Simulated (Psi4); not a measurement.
## How methods differ on GeHBr3 (SMILES [Br][GeH]([Br])[Br])

GeHBr3: 5 atoms, total charge 0, spin state singlet. SMILES: `[Br][GeH]([Br])[Br]`. Geometry: optimised at PBE0/def2-TZVP.

Quantity: the dipole moment, in D. The values are calculated.

| level | kind | program | value (D) | CPU time |
| --- | --- | --- | --- | --- |
| PBE-D4/def2-TZVPP (density fitting) | GGA | Psi4 | 1.05 | 81 s |
| r2SCAN-D4/def2-TZVPP (density fitting) | meta-GGA | Psi4 | 1.12 | 4 min |
| PBE0-D4/def2-TZVPP (density fitting) | global hybrid | Psi4 | 1.13 | 81 s |
| wB97M-V/def2-TZVPP (density fitting) | range-separated hybrid | Psi4 | 1.16 | 4.3 min |

All-electron rows without a relativistic Hamiltonian named are non-relativistic. The values span 1.05 to 1.16 D. Magnitudes only. CPU times are rough (shared hosts, several kinds of processor and program).
